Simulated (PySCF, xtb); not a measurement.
C5H7BO, SMILES C1B(C)C(O1)=C=C.

GFN2-xTB (xtb 6.7.1) at its own geometry gives an orbital gap of 2.77 eV and a dipole moment of 2.25 D.

Coordinates come from a B3LYP-D3(BJ)/def2-SVP optimisation. The structure was generated by enumeration, and PubChem lists no compound with its InChIKey, so it may never have been made.

### Question
What does CAM-B3LYP/def2-TZVP (PySCF) give? (The exact figures need the calculation; the answer reports its results.)

### Answer
gap 7.31 eV (levels -7.81 and -0.50 eV), dipole 2.13 D.
